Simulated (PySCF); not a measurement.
Calculation: B3LYP-D3(BJ)/def2-TZVP in PySCF 2.14.0. Isolated molecules, 0 K electronic values unless said otherwise. B3LYP has the VWN-RPA correlation part, as in Gaussian. Delta-SCF ions had no search for a lower state. 

Reference species (SMILES): `[F][Ge]([F])([F])[F]` (neutral, multiplicity 1).

```
Quantity                                   Value
--------------------------------------  --------
vertical ionisation energy (Delta-SCF)  15.10 eV
S1 oscillator strength                     0.000
LUMO                                    -2.34 eV
```

Changed species: `[F][Ge]([Cl])([Cl])[Cl]` (3 of 4 F replaced by Cl; the reference has 0 of 4 F replaced by Cl).

Task: Predict the effect on the vertical ionisation energy (Delta-SCF), S1 oscillator strength and LUMO.

Result: the vertical ionisation energy (Delta-SCF) decreases by 3.36 eV, to 11.74 eV; the S1 oscillator strength stays essentially unchanged; the LUMO falls by 0.28 eV, to -2.62 eV.
